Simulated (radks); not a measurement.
Question: Species: As3+. Configuration: [Ar] 3d10 4d2 (not the ground configuration). Method: scalar-relativistic Kohn-Sham, r2SCAN, spin-polarised, spherical densities, finite nucleus; open shells are filled with parallel spins first; meta-GGA in the generalised Kohn-Sham scheme; Fermi nuclear charge, rms radius 4.0968 fm; computed with a radial shooting solver on a logarithmic mesh with Libxc functionals. Some entries of the table are withheld. Estimate them.

| orbital | occ. | eigenvalue (hartree) | <r> (bohr) | r(max) (bohr) |
|---|---|---|---|---|
| 1s up | 1 | -433.5411 | 0.04550 | 0.02974 |
| 1s down | 1 | -433.5410 | 0.04550 | 0.02974 |
| 2s up | 1 | -56.73052 | 0.2025 | 0.1699 |
| 2s down | 1 | -56.72485 | 0.2025 | 0.1699 |
| 2p up | 3 | -49.87200 | 0.1772 | 0.1363 |
| 2p down | 3 | -49.86775 | 0.1772 | 0.1363 |
| 3s up | 1 | (1) | 0.5967 | 0.5211 |
| 3s down | 1 | (2) | 0.5969 | 0.5212 |
| 3p up | 3 | -6.66119 | 0.6150 | 0.5210 |
| 3p down | 3 | -6.65686 | 0.6152 | 0.5211 |
| 3d up | 5 | -3.13129 | 0.6647 | (3) |
| 3d down | 5 | -3.12288 | 0.6625 | (4) |
| 4d up | 2 | (5) | 2.674 | 2.361 |

Answer: 
(1) 3s up eigenvalue (hartree): -8.81216
(2) 3s down eigenvalue (hartree): -8.80825
(3) 3d up r(max) (bohr): 0.4786
(4) 3d down r(max) (bohr): 0.4787
(5) 4d up eigenvalue (hartree): -0.80174
